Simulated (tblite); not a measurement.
Isomers of C6H12N2Si2. All values are computed: GFN2-xTB (tblite) harmonic vibrations without scaling, gas phase. The method is semi-empirical: single wavenumbers can be off by several per cent or more. Modes of hydrogen on silicon can be 10 to 20 % off. One conformer each.

Electronic energies: GFN2-xTB at the same geometries; isomer energies are rough at this level and their order can be wrong.

```json
{"SMILES": "c1ccn([C@@H]2C[SiH2]N[SiH2]2)c1", "electronic energy, lowest = 0 (kcal/mol)": "0.0"}
{"SMILES": "CC#C[SiH2]NCC[SiH2]C#N", "electronic energy, lowest = 0 (kcal/mol)": "87.2"}
{"SMILES": "N[SiH2][SiH2]Nc1ccccc1", "electronic energy, lowest = 0 (kcal/mol)": "11.0"}
{"SMILES": "CN[SiH2][SiH2]c1ccccn1", "electronic energy, lowest = 0 (kcal/mol)": "37.8"}
{"SMILES": "C#CC#C[Si@H]([SiH2]N)N(C)C", "electronic energy, lowest = 0 (kcal/mol)": "96.7"}
```

Q: How do GFN2-xTB zero-point energies change the relative energies?

A: 
```tsv
SMILES	ZPE (kcal/mol)	of it from modes above 1550 cm⁻¹	electronic (kcal/mol)	with ZPE, lowest = 0 (kcal/mol)	lowest mode (cm⁻¹)	rings
c1ccn([C@@H]2C[SiH2]N[SiH2]2)c1	103.4	48.6	0.0	0.0	49	2
N[SiH2][SiH2]Nc1ccccc1	101.8	53.8	11.0	9.4	36	1
CN[SiH2][SiH2]c1ccccn1	101.4	51.9	37.8	35.8	13	1
CC#C[SiH2]NCC[SiH2]C#N	99.4	53.9	87.2	83.2	19	0
C#CC#C[Si@H]([SiH2]N)N(C)C	99.8	55.6	96.7	93.1	30	0
```

The zero-point energies span 4.0 kcal/mol, from `CC#C[SiH2]NCC[SiH2]C#N` to `c1ccn([C@@H]2C[SiH2]N[SiH2]2)c1`. The order is unchanged.

Q: What do entropy and thermal enthalpy add at 298.15 K and 1 bar (rigid rotor, harmonic oscillator, one conformer each)?

A: 
```json
{"SMILES": "c1ccn([C@@H]2C[SiH2]N[SiH2]2)c1", "point group": "C1", "symmetry number": "1", "S (cal/(mol K))": "103.6", "H − H(0) (kcal/mol)": "7.57", "ZPE + H − H(0) − TS (kcal/mol)": "80.1"}
{"SMILES": "N[SiH2][SiH2]Nc1ccccc1", "point group": "C1", "symmetry number": "1", "S (cal/(mol K))": "111.1", "H − H(0) (kcal/mol)": "8.45", "ZPE + H − H(0) − TS (kcal/mol)": "77.1"}
{"SMILES": "C#CC#C[Si@H]([SiH2]N)N(C)C", "point group": "C1", "symmetry number": "1", "S (cal/(mol K))": "126.8", "H − H(0) (kcal/mol)": "10.39", "ZPE + H − H(0) − TS (kcal/mol)": "72.4"}
```

Not tabulated: `CN[SiH2][SiH2]c1ccccn1` (lowest mode only 13 cm⁻¹); `CC#C[SiH2]NCC[SiH2]C#N` (lowest mode only 19 cm⁻¹).
